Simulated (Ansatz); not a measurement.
Stretching the C3–H5 bond in C2H6Mg (SMILES C[CH2][MgH]) (multiplicity 1 held, fragments rigid). Energies count from the point at 1.097 Å.
Geometry at that point (charge 0, multiplicity 1):
```
atom    x (Å)    y (Å)    z (Å)
----  -------  -------  -------
Mg    -0.1443   0.3313   1.3937
H     -0.3373   1.1905   2.8557
C      0.0933  -0.7191  -0.4142
C      0.1315   0.1361  -1.6926
H     -0.7157  -1.4553  -0.4913
H      1.0112  -1.3150  -0.3458
H      0.9553   0.8554  -1.6784
H     -0.7876   0.7138  -1.8253
H      0.2569  -0.4673  -2.5988
```

Restricted levels (R-, RO-) in cc, def2 and unpolarised 6-31G sets keep to the state of the molecule at rest. U- levels take the lowest unrestricted solution at each point, which mixes spins at long bonds. Active spaces are followed from a long bond inwards. Curves can end on different states.

Cores are frozen in the correlated methods.

Programs: Ansatz (Gaussian orbitals). Values without a source in brackets are computed.

Energies in kJ/mol.

```json
[
 {"R (Å)": "0.877", "R-MP2/def2-SVP": "133", "U-SCS-MP2/def2-SVP": "135", "FIC-NEVPT4(SD) on CASSCF(2,2)/def2-SVP": "135", "FIC-MRCISD+Q on CASSCF(2,2)/def2-SVP": "135"},
 {"R (Å)": "0.987", "R-MP2/def2-SVP": "28", "U-SCS-MP2/def2-SVP": "29", "FIC-NEVPT4(SD) on CASSCF(2,2)/def2-SVP": "29", "FIC-MRCISD+Q on CASSCF(2,2)/def2-SVP": "29"},
 {"R (Å)": "1.097", "R-MP2/def2-SVP": "0", "U-SCS-MP2/def2-SVP": "0", "FIC-NEVPT4(SD) on CASSCF(2,2)/def2-SVP": "0", "FIC-MRCISD+Q on CASSCF(2,2)/def2-SVP": "0"},
 {"R (Å)": "1.206", "R-MP2/def2-SVP": "13", "U-SCS-MP2/def2-SVP": "13", "FIC-NEVPT4(SD) on CASSCF(2,2)/def2-SVP": "12", "FIC-MRCISD+Q on CASSCF(2,2)/def2-SVP": "12"},
 {"R (Å)": "1.316", "R-MP2/def2-SVP": "48", "U-SCS-MP2/def2-SVP": "47", "FIC-NEVPT4(SD) on CASSCF(2,2)/def2-SVP": "44", "FIC-MRCISD+Q on CASSCF(2,2)/def2-SVP": "45"},
 {"R (Å)": "1.480", "R-MP2/def2-SVP": "117", "U-SCS-MP2/def2-SVP": "115", "FIC-NEVPT4(SD) on CASSCF(2,2)/def2-SVP": "108", "FIC-MRCISD+Q on CASSCF(2,2)/def2-SVP": "109"},
 {"R (Å)": "1.645", "R-MP2/def2-SVP": "191", "U-SCS-MP2/def2-SVP": "187", "FIC-NEVPT4(SD) on CASSCF(2,2)/def2-SVP": "175", "FIC-MRCISD+Q on CASSCF(2,2)/def2-SVP": "175"},
 {"R (Å)": "1.919", "R-MP2/def2-SVP": "304", "U-SCS-MP2/def2-SVP": "338", "FIC-NEVPT4(SD) on CASSCF(2,2)/def2-SVP": "270", "FIC-MRCISD+Q on CASSCF(2,2)/def2-SVP": "270"},
 {"R (Å)": "2.193", "R-MP2/def2-SVP": "396", "U-SCS-MP2/def2-SVP": "398", "FIC-NEVPT4(SD) on CASSCF(2,2)/def2-SVP": "338", "FIC-MRCISD+Q on CASSCF(2,2)/def2-SVP": "339"},
 {"R (Å)": "2.522", "R-MP2/def2-SVP": "482", "U-SCS-MP2/def2-SVP": "425", "FIC-NEVPT4(SD) on CASSCF(2,2)/def2-SVP": "388", "FIC-MRCISD+Q on CASSCF(2,2)/def2-SVP": "389"},
 {"R (Å)": "2.961", "R-MP2/def2-SVP": "560", "U-SCS-MP2/def2-SVP": "436", "FIC-NEVPT4(SD) on CASSCF(2,2)/def2-SVP": "419", "FIC-MRCISD+Q on CASSCF(2,2)/def2-SVP": "420"},
 {"R (Å)": "3.509", "R-MP2/def2-SVP": "613", "U-SCS-MP2/def2-SVP": "439", "FIC-NEVPT4(SD) on CASSCF(2,2)/def2-SVP": "431", "FIC-MRCISD+Q on CASSCF(2,2)/def2-SVP": "432"}
]
```

Doubts at one or more of the structures used: a restricted determinant that unrestricted orbitals would lower (R-MP2/def2-SVP); a spin-contaminated determinant (U-SCS-MP2/def2-SVP).

Ansatz is a program for electronic structure.
